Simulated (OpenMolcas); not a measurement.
# Computed transition rates of Zr⁺

```yaml
Program: OpenMolcas 26.06
Method: CASSCF
Basis: ANO-R3 [8s6p5d3f2g1h]
Scalar_Hamiltonian: X2C, finite nucleus
Active_space: 3 electrons in 6 orbitals (4d 5s)
State_averaging: 2S+1 = 4 even, 20 roots; 2S+1 = 2 even, 70 roots kept (CI in the orbitals of an earlier block)
Spin-orbit_coupling: RASSI with atomic mean-field integrals over the reference wave functions, term energies averaged over their components
```

Rates come from the transition moments of the reference wave functions (E1 and E2 in the length form). At fixed line strength A goes as λ^-3 for E1 and M1 and as λ^-5 for E2, so a rate at the computed wavelength can be rescaled to the measured one. Measured vacuum wavelengths follow from level energies in NIST Handbook of Basic Atomic Spectroscopic Data. Branching counts decays inside the model space alone, at computed energies, and the table is only a selection of the E2 and M1 lines, drawn from those between levels with measured partners whose computed energy lies within a factor of 1.5 of the measured one.

| Upper | Lower | Type | λ computed (nm) | λ measured (nm) | A computed (s-1) | A rescaled (s-1) | Branching % |
| --- | --- | --- | --- | --- | --- | --- | --- |
| 4d² 5s ⁴F_9/2 | 4d² 5s ⁴F_7/2 | M1 | 18920 | 17880 | 3.99e-03 | 4.73e-03 | 100.0 |
| 4d³ ⁴F_7/2 | 4d³ ⁴F_5/2 | M1 | 23370 | 24710 | 3.38e-03 | 2.86e-03 | 69.2 |
| 4d³ ⁴F_9/2 | 4d³ ⁴F_7/2 | M1 | 20050 | 21830 | 3.35e-03 | 2.60e-03 | 67.5 |
| 4d² 5s ⁴F_7/2 | 4d² 5s ⁴F_5/2 | M1 | 23710 | 22280 | 3.25e-03 | 3.92e-03 | 100.0 |
| 4d³ ⁴F_5/2 | 4d³ ⁴F_3/2 | M1 | 30220 | 30990 | 1.55e-03 | 1.44e-03 | 54.8 |
| 4d² 5s ⁴F_5/2 | 4d² 5s ⁴F_3/2 | M1 | 33040 | 31780 | 1.20e-03 | 1.35e-03 | 100.0 |
| 4d³ ⁴F_9/2 | 4d² 5s ⁴F_9/2 | E2 | 3000 | 4107 | 9.53e-04 | 1.98e-04 | 19.2 |
| 4d³ ⁴F_5/2 | 4d² 5s ⁴F_3/2 | E2 | 2732 | 3454 | 6.06e-04 | 1.88e-04 | 21.4 |
| 4d³ ⁴F_3/2 | 4d² 5s ⁴F_3/2 | E2 | 3004 | 3887 | 5.77e-04 | 1.59e-04 | 52.0 |
| 4d³ ⁴F_3/2 | 4d² 5s ⁴F_5/2 | E2 | 3304 | 4429 | 3.51e-04 | 8.11e-05 | 31.7 |

The largest correction is for 4d³ ⁴F_9/2 → 4d² 5s ⁴F_9/2 (E2): 9.53e-04 × (3000 / 4107)^5 = 1.98e-04 s-1, a factor of 0.21.

The computed rate and branching of 4d² 5s ⁴F_5/2 → 4d² 5s ⁴F_3/2 give the upper level a radiative lifetime of 1.000 / 1.20e-03 s-1 = 8.33e+02 s, counting decays inside the model space alone. The rescaled rate gives about 7.4e+02 s.

These are rates of the free ion; in crystals, glasses and complexes forced electric-dipole and non-radiative decay shorten such lifetimes by orders of magnitude. No measured rate stands beside these. Rescaling mends the energy factor alone: line strengths can still be far off where a level mixes with configurations outside the active space, and weak or spin-changing lines hang on small mixing coefficients that depend on the term gaps too, so rescaling need not improve them.

Without dynamic correlation excited terms often stand tens of per cent too high (terms of higher spin than the ground term too low), and those without a measured partner can miss by more than the paired ones. Configurations are named by rounded mean occupations; where the s occupation lies near a half they are strongly mixed, a name can repeat and a true partner stay unpaired. A single d shell beside an s shell can misplace configurations of different d count against each other. Computed and measured levels are paired by configuration, term and J; levels that our copy of the source lacks, or whose pairing is in doubt (as where it misses far off the trend of its configuration), stay unpaired. Only configurations of the active space appear.
